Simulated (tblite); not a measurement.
Task: Give a GFN2-xTB geometry of InChI=1S/C8H5N3/c1-2-7-4-3-5-8-6-9-10-11(7)8/h1,3-6H.

Result: 
```xyz
16
C8H5N3 angstrom
C      3.4364   -0.8025   -0.0732
C      2.3168   -0.3709   -0.0269
C      1.0066    0.1469    0.0278
C      0.7218    1.4787    0.1910
C     -0.6112    1.9321    0.2375
C     -1.6481    1.0500    0.1195
C     -1.3572   -0.3119   -0.0500
C     -2.0553   -1.5097   -0.2096
N     -1.1716   -2.4989   -0.3265
N      0.0303   -2.0395   -0.2559
N     -0.0362   -0.7257   -0.0898
H      4.4123   -1.1848   -0.1141
H      1.5366    2.1785    0.2833
H     -0.8002    2.9860    0.3675
H     -2.6787    1.3646    0.1515
H     -3.1100   -1.6841   -0.2437
```

Any rigid rotation of these coordinates is as good. Atoms count from 1 in this order. N11 (pyrrole-type nitrogen) is planar (angles 127.3°, 122.4° and 110.3°, sum 360.0°, 0.00 Å off the plane of its three neighbours). N10 (pyridine-type nitrogen) is bent (angle 108.3°). The 3 C–N bonds span 1.332 Å (C8–N9, aromatic) to 1.385 Å (C7–N11, aromatic), a spread of 0.053 Å. The 5-membered ring C7–C8–N9–N10–N11 has internal angles of 102.6° to 110.4° (sum 540°, against 540° for a flat polygon); it is planar, 0.00 Å rms from its mean plane, widest ring torsion 0°.

Bonds between heavy atoms (Å): C1≡C2 1.201, C2–C3 1.410, C3–C4 1.372, C4–C5 1.409, C5–C6 1.366, C6–C7 1.403, C7–C8 1.395, C8–N9 1.332, N9–N10 1.289, N10–N11 1.326, C3–N11 1.365, C7–N11 1.385.

Computed geometry: GFN2-xTB, gas phase.

Point group: Cs (every atom within 0.08 Å of its image). Its GFN2-xTB frequencies are all real (lowest 103 cm⁻¹).
